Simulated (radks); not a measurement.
These are the eigenvalues of the occupied orbitals of an atom or ion with whole-number occupations (eV). Method: scalar-relativistic Kohn-Sham, exchange-only B88, spin-polarised, spherical densities, point nucleus; computed with a radial shooting solver on a logarithmic mesh with Libxc functionals.

| orbital | eigenvalue |
|---|---|
| 1s up | -514.7064 |
| 1s down | -513.3256 |
| 2s up | -24.4600 |
| 2s down | -20.6642 |
| 2p up | -9.5754 |
| 2p down | -6.0194 |

Which element is it, and in what charge state? The configuration may be excited. Open shells, if any, are filled with parallel spins first.

Answer. Z = 8, oxygen, charge 0: O in [He] 2s2 2p4. The list shows which subshells hold electrons but not how many an open one holds; the 1s level, -18.915 hartree, gives Z - s = 6.2 by -(Z - s)^2/2, which with screening and relativity narrows Z to a few neighbours, and the depths of the outer levels then fix element, charge and occupations together.
